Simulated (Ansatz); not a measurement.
`COC[SiH2]C` and `B[SiH2]COC` differ in one atom or group.

Ansatz, PBE0-D4/def2-TZVP geometries, multiplicity 1. Each molecule was computed in one conformer, which needn't be the lowest.

```csv
property,`COC[SiH2]C`
HOMO–LUMO gap (ωB97M-V/def2-TZVPP) / eV,11.61
HOMO energy (PBE0/def2-TZVPP) / eV,-6.99
HOMO–LUMO gap (PBE/def2-TZVPP) / eV,5.50
HOMO–LUMO gap (PBE0/def2-TZVPP) / eV,7.79
LUMO energy (B3LYP/def2-TZVPP) / eV,0.54
HOMO–LUMO gap (B3LYP/def2-TZVPP) / eV,7.31
```

Give the same properties after the change, and the shifts. (An estimate is asked.)

Computed: 
```json
{"property": "HOMO–LUMO gap (ωB97M-V/def2-TZVPP) / eV", "`B[SiH2]COC`": "9.52", "shift": "-2.09"}
{"property": "HOMO energy (PBE0/def2-TZVPP) / eV", "`B[SiH2]COC`": "-7.55", "shift": "-0.56"}
{"property": "HOMO–LUMO gap (PBE/def2-TZVPP) / eV", "`B[SiH2]COC`": "2.58", "shift": "-2.92"}
{"property": "HOMO–LUMO gap (PBE0/def2-TZVPP) / eV", "`B[SiH2]COC`": "5.15", "shift": "-2.64"}
{"property": "LUMO energy (B3LYP/def2-TZVPP) / eV", "`B[SiH2]COC`": "-2.60", "shift": "-3.14"}
{"property": "HOMO–LUMO gap (B3LYP/def2-TZVPP) / eV", "`B[SiH2]COC`": "4.72", "shift": "-2.59"}
```

With PBE0 the HOMO falls by 0.56 eV and the LUMO falls by 3.21 eV, so the gap narrows by about 2.65 eV. PBE moves the HOMO by -0.46 eV and ωB97M-V by -0.65 eV.

Positive LUMOs are unbound, so they and the gaps depend on the basis.

B3LYP here is the variant with VWN-RPA as its local correlation; programs differ in this.
